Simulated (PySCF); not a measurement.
# One molecule, several mistakes: CGeH5

These are calculations, not measurements. The program is PySCF 2.14.0, an open-source quantum chemistry code, run on an isolated molecule that a program drew, which may never have been made. The molecule is CGeH5 (charge 0, doublet), drawn as the SMILES string `[CH3][GeH2]`.

Each row is a Hartree-Fock (HF) and frozen-core CCSD(T) single point in the cc-pVDZ basis, meant for a local HF minimum. Run 1 is clean. Each other run has one planted mistake out of seven kinds, and not every kind appears here: one electron removed, one electron added, multiplicity raised by two, geometry at a saddle point, minimal basis STO-3G, one bond length entered in bohr, all coordinates scaled. The reference is restricted for singlets and unrestricted otherwise, and also for a bond in bohr. Adding or removing an electron swaps singlet and doublet. Electrons count all cores. HOMO and LUMO are orbital energies over both spins, the gradient is its largest component, and the lowest frequency (negative if imaginary) is given only where the gradient is small. Bond lengths are over the 6 bonds as drawn. T1 is the CCSD diagnostic: over 0.02 (restricted) or 0.045 (unrestricted) a single reference is doubtful. Germanium has the cc-pVDZ-PP basis, with a core potential (ECP10MDF) in place of its 10 inner electrons, and its 3s, 3p and 3d shells are frozen in CCSD(T).

Geometry of the clean run:
```xyz
7
CGeH5, angstrom
C     0.4916    0.3222    1.2375
Ge    1.0827    0.9349    3.0133
H    -0.0841   -0.5999    1.3291
H     1.3587    0.1334    0.6000
H    -0.1326    1.0820    0.7651
H     1.8760    2.2494    2.9142
H     1.9442   -0.1307    3.7129
```

| run | electrons | basis functions | <S^2> | HOMO (eV) | LUMO (eV) | gradient (hartree/bohr) | lowest frequency (cm^-1) | mean bond (Å) | longest bond (Å) | T1 | HF (hartree) | CCSD(T) (hartree) | mistake |
|---|---|---|---|---|---|---|---|---|---|---|---|---|---|
| 1 | 43 | 62 | 0.753 | -8.52 | 1.42 | 6.4e-06 | 171 | 1.3868 | 1.969 | 0.0095 | -334.12072 | -334.39936 | no fault |
| 2 | 43 | 62 | 0.753 | -8.72 | 1.06 | 4.1e-02 | - | 1.4950 | 2.123 | 0.0109 | -334.09416 | -334.38135 | all coordinates scaled |
| 3 | 44 | 62 | 0.000 | -0.14 | 9.39 | 5.6e-02 | - | 1.3868 | 1.969 | 0.0089 | -334.09548 | -334.40154 | one electron added |
| 4 | 43 | 62 | 3.761 | -3.01 | -2.31 | 1.9e-01 | - | 1.3868 | 1.969 | 0.0226 | -333.83551 | -334.10406 | ? |
| 5 | 42 | 62 | 0.000 | -18.23 | -6.94 | 6.1e-02 | - | 1.3868 | 1.969 | 0.0114 | -333.83655 | -334.10730 | ? |

**Which mistake was planted in run 4, and what did it cost?**

Electrons, basis and geometry are unchanged, and <S^2> is 3.761, beside S(S+1) = 3.75 for a multiplicity of 4. So the mistake is: multiplicity raised by two. Subtracting run 1 and multiplying by 627.51 kcal/mol a hartree, the energy moved by 179.0 kcal/mol in HF and 185.3 kcal/mol in CCSD(T).

**Which mistake was planted in run 5, and what did it cost?**

It counts 42 electrons, one fewer than the clean run, at the same geometry and basis. So the mistake is: one electron removed. Subtracting run 1 and multiplying by 627.51 kcal/mol a hartree, the energy moved by 178.3 kcal/mol in HF and 183.3 kcal/mol in CCSD(T).

